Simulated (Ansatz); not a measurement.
`CN[Si](F)(F)Cl` + HI → `F[Si](F)(Cl)I` + CH₃NH₂ at 500 K and 1 bar (ligand exchange at the Si–N bond).

Gas-phase electronic energies from Ansatz, PBE0-D4/def2-TZVP geometries. CBS: MP2 limit from def2 TZ/QZ plus the TZ coupled-cluster correction, frozen cores. def2 core potentials past Kr. For I outer-core shells are correlated without core-valence functions, which leaves a few kJ/mol of doubt a bond. One conformer a species, not always the lowest.

```csv
species,CCSD(T)/CBS energy (Eh),H − E (kJ/mol),S (J/(mol·K))
`CN[Si](F)(F)Cl`,-1043.83156,215.3,440.3
HI,-298.03592,28.6,221.6
`F[Si](F)(Cl)I`,-1246.11308,60.8,396.9
CH₃NH₂,-95.75281,191.8,270.3
```

H − E and S are ideal-gas, rigid-rotor, harmonic terms from PBE0-D4/def2-TZVP, for one conformer and one mirror image of each species. 1 Eh = 2625.50 kJ/mol, R = 8.31446 J/(mol·K).

By hand: ΔE, ΔH, ΔS and ΔG.

ΔE = (-1246.11308) + (-95.75281) − (-1043.83156) − (-298.03592) = 0.00159 Eh = 4.2 kJ/mol. Δ(H − E) = 60.8 + 191.8 − 215.3 − 28.6 = 8.7, so ΔH = 12.9 kJ/mol. ΔS = 396.9 + 270.3 − 440.3 − 221.6 = 5.3 J/(mol·K). ΔG = 12.9 − 500 × (5.3)/1000 = 10.2 kJ/mol.

By hand: the equilibrium constant, and the temperature at which ΔG would vanish if ΔH and ΔS stayed fixed.

log₁₀ K = −ΔG/(RT ln 10) = -1.1. ΔG = 0 at ΔH/ΔS = 2434 K, though so small a ΔS makes that figure unsure.

The number of gas molecules stays the same, so ΔS is small and ΔH decides. A doubt of 5 kJ/mol in ΔE shifts log₁₀ K by 0.5 here. Other conformers and mirror images would add mixing entropy, several J/(mol·K) or more a flexible species. Modes under 60 cm⁻¹, often nearly free rotors, make the harmonic entropy too high. These are equilibria of isolated gas molecules and say nothing of rates. Largest T1 diagnostic: 0.010 (customary marks: 0.02 for closed shells, 0.045 for open ones).
